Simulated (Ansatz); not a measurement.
Geometry optimisation, RKS B3LYP-D4/cc-pVDZ in Ansatz 0.2.0.

The input (input.yaml):

```yaml
crystal:
  periodic: [false, false, false]
  atoms:
    - { symbol: "N", position_ang: [1.0217, -1.944, 0.3967] }
    - { symbol: Si, position_ang: [1.0665, -0.1868, 0.8858] }
    - { symbol: Cl, position_ang: [0.3371, 0.0114, 2.8364] }
    - { symbol: B, position_ang: [0.0631, 0.921, -0.3013] }
    - { symbol: O, position_ang: [0.6103, 1.9764, -1.087] }
    - { symbol: Al, position_ang: [-2.0395, 0.5728, -0.4602] }
    - { symbol: H, position_ang: [1.2877, -1.936, -0.6144] }
    - { symbol: H, position_ang: [0.0039, -2.1535, 0.4148] }
    - { symbol: H, position_ang: [2.4725, 0.2827, 0.8624] }
    - { symbol: H, position_ang: [0.8829, 1.5567, -1.8964] }
    - { symbol: H, position_ang: [-2.7161, -0.6191, 0.4114] }
    - { symbol: H, position_ang: [-2.9131, 1.4633, -1.4141] }
basis:
  gaussian: { orbitals: cc-pVDZ }
hamiltonian:
  xc: b3lyp
  dispersion: d4
relax:
  f_tol: 0.02
  max_steps: 50
```

Command:

```bash
$ ansatz run input.yaml --threads 2 --pin off --max-ram 3072MiB --backend cpu --events-out ev --progress --plain --runs-dir out
```

Question: Where does it end, and by what steps?

Answer: It converged. The force dipped under the threshold on the way, but the program's further checks kept it going. After 36 steps the energy has fallen by 1.723 eV; H12 moved furthest, 1.96 Å. Joined: Cl3–Al6 (4.10 → 2.57 Å).

```json
{"step": "0", "energy less start (eV)": "0.0000", "largest force component (eV/Å)": "1.842", "accepted": "yes"}
{"step": "2", "energy less start (eV)": "-0.5079", "largest force component (eV/Å)": "1.234", "accepted": "yes"}
{"step": "4", "energy less start (eV)": "-0.8881", "largest force component (eV/Å)": "3.020", "accepted": "yes"}
{"step": "6", "energy less start (eV)": "-1.2712", "largest force component (eV/Å)": "0.265", "accepted": "yes"}
{"step": "8", "energy less start (eV)": "-1.3182", "largest force component (eV/Å)": "0.386", "accepted": "yes"}
{"step": "10", "energy less start (eV)": "-1.3589", "largest force component (eV/Å)": "0.542", "accepted": "yes"}
{"step": "12", "energy less start (eV)": "-1.3895", "largest force component (eV/Å)": "0.532", "accepted": "yes"}
{"step": "14", "energy less start (eV)": "-1.4306", "largest force component (eV/Å)": "0.710", "accepted": "yes"}
{"step": "16", "energy less start (eV)": "-1.5243", "largest force component (eV/Å)": "0.678", "accepted": "yes"}
{"step": "18", "energy less start (eV)": "-1.5898", "largest force component (eV/Å)": "1.464", "accepted": "no"}
{"step": "20", "energy less start (eV)": "-1.7019", "largest force component (eV/Å)": "0.189", "accepted": "yes"}
{"step": "22", "energy less start (eV)": "-1.7130", "largest force component (eV/Å)": "0.232", "accepted": "yes"}
{"step": "24", "energy less start (eV)": "-1.7203", "largest force component (eV/Å)": "0.070", "accepted": "yes"}
{"step": "26", "energy less start (eV)": "-1.7216", "largest force component (eV/Å)": "0.030", "accepted": "yes"}
{"step": "28", "energy less start (eV)": "-1.7223", "largest force component (eV/Å)": "0.026", "accepted": "yes"}
{"step": "30", "energy less start (eV)": "-1.7227", "largest force component (eV/Å)": "0.054", "accepted": "yes"}
{"step": "32", "energy less start (eV)": "-1.7230", "largest force component (eV/Å)": "0.046", "accepted": "yes"}
{"step": "34", "energy less start (eV)": "-1.7231", "largest force component (eV/Å)": "0.034", "accepted": "yes"}
{"step": "36", "energy less start (eV)": "-1.7231", "largest force component (eV/Å)": "0.011", "accepted": "yes"}
```

```xyz
12
Properties=species:S:1:pos:R:3
N 1.321 -1.887 0.240
Si 1.098 -0.221 0.624
Cl -0.650 0.053 2.054
B 0.098 0.889 -0.796
O 0.803 1.491 -1.785
Al -1.935 0.786 -0.045
H 1.692 -2.534 0.932
H 0.651 -2.356 -0.365
H 2.236 0.174 1.510
H 0.242 2.008 -2.383
H -2.753 -0.546 -0.388
H -2.726 2.087 0.436
```

Whether the end is a true minimum wasn't checked by a vibrational analysis.

The run took 2.9 min on 2 threads of AMD EPYC 7R43 64-Core Processor (Zen 3), on a shared host, peak memory 0.35 GiB.
